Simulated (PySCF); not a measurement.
C2H5NO2Si. Atoms are numbered in the order given.

```xyz
11

Si     0.7872    -0.5322     0.0000
N      0.2930     1.1088     0.0000
C     -0.1648     2.2171     0.0000
O     -0.5953     3.3059     0.0000
O     -0.5923    -1.4485     0.0000
C     -0.6336    -2.8579     0.0000
H      1.5995    -0.7879     1.2206
H      1.5995    -0.7879    -1.2206
H     -0.1460    -3.2862    -0.8959
H     -1.6869    -3.1773     0.0000
H     -0.1460    -3.2862     0.8959
```

Geometry: B3LYP-D3(BJ)/def2-SVP. One conformer was computed; it need not be the lowest.

Computed with HF/def2-TZVP (PySCF).

Symmetry labels are those of the subgroup Cs that the program uses (full group Cs).

Computed valence orbital energies around the gap with their symmetry:
```csv
orbital,symmetry,energy (eV)
HOMO−7,A",-17.45
HOMO−6,A',-17.04
HOMO−5,A',-16.06
HOMO−4,A",-14.34
HOMO−3,A',-13.20
HOMO−2,A",-12.58
HOMO−1,A',-12.40
HOMO,A",-11.87
LUMO,A',3.11
LUMO+1,A',3.55
LUMO+2,A',4.25
LUMO+3,A",4.97
```
